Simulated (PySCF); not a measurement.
Molfile (atoms numbered from 1):
```
C4H12Si
     RDKit          3D

 17 16  0  0  0  0  0  0  0  0999 V2000
   -0.4066   -1.2134   -1.4194 C   0  0  0  0  0  0  0  0  0  0  0  0
   -0.0012   -0.0007   -0.0018 Si  0  0  0  0  0  4  0  0  0  0  0  0
    0.0081    1.7855   -0.6754 C   0  0  0  0  0  0  0  0  0  0  0  0
   -1.3198   -0.1549    1.3703 C   0  0  0  0  0  0  0  0  0  0  0  0
    1.7161   -0.4155    0.7216 C   0  0  0  0  0  0  0  0  0  0  0  0
   -1.3797   -1.0036   -1.8532 H   0  0  0  0  0  0  0  0  0  0  0  0
   -0.4187   -2.2416   -1.0702 H   0  0  0  0  0  0  0  0  0  0  0  0
    0.3270   -1.1480   -2.2173 H   0  0  0  0  0  0  0  0  0  0  0  0
    0.2425    2.5019    0.1064 H   0  0  0  0  0  0  0  0  0  0  0  0
   -0.9581    2.0579   -1.0892 H   0  0  0  0  0  0  0  0  0  0  0  0
    0.7465    1.9077   -1.4621 H   0  0  0  0  0  0  0  0  0  0  0  0
   -2.3121    0.0753    0.9941 H   0  0  0  0  0  0  0  0  0  0  0  0
   -1.3509   -1.1605    1.7791 H   0  0  0  0  0  0  0  0  0  0  0  0
   -1.1170    0.5258    2.1917 H   0  0  0  0  0  0  0  0  0  0  0  0
    1.7463   -1.4264    1.1171 H   0  0  0  0  0  0  0  0  0  0  0  0
    2.4931   -0.3368   -0.0328 H   0  0  0  0  0  0  0  0  0  0  0  0
    1.9775    0.2592    1.5312 H   0  0  0  0  0  0  0  0  0  0  0  0
  1  2  1  0
  2  3  1  0
  2  4  1  0
  2  5  1  0
  1  6  1  0
  1  7  1  0
  1  8  1  0
  3  9  1  0
  3 10  1  0
  3 11  1  0
  4 12  1  0
  4 13  1  0
  4 14  1  0
  5 15  1  0
  5 16  1  0
  5 17  1  0
M  END
```

Geometry: GFN2-xTB; GIAO absolute shieldings from PySCF 2.14.0 with density-fitted response routines, gas phase, non-relativistic, averaged over equivalent atoms.

At OLYP/6-31G* (98 basis functions, roughly 9 core-seconds):
| atoms | σ (ppm) |
| --- | --- |
| C1/C3/C4/C5 | 191.9 |
| Si2 | 401.4 |
| H6/H7/H8/H9/H10/H11/H12/H13/H14/H15/H16/H17 | 32.48 |

Estimate the result of repeating the calculation with wB97X/6-31G*.

Answers


```json
{"atoms": "C1/C3/C4/C5", "σ at wB97X/6-31G*": "198.7", "change": "+6.8"}
{"atoms": "Si2", "σ at wB97X/6-31G*": "421.7", "change": "+20.3"}
{"atoms": "H6/H7/H8/H9/H10/H11/H12/H13/H14/H15/H16/H17", "σ at wB97X/6-31G*": "32.54", "change": "+0.06"}
```

The largest change is at Si2 (silicon bonded to 4 C). Cost: 98 basis functions, roughly 8 core-seconds.
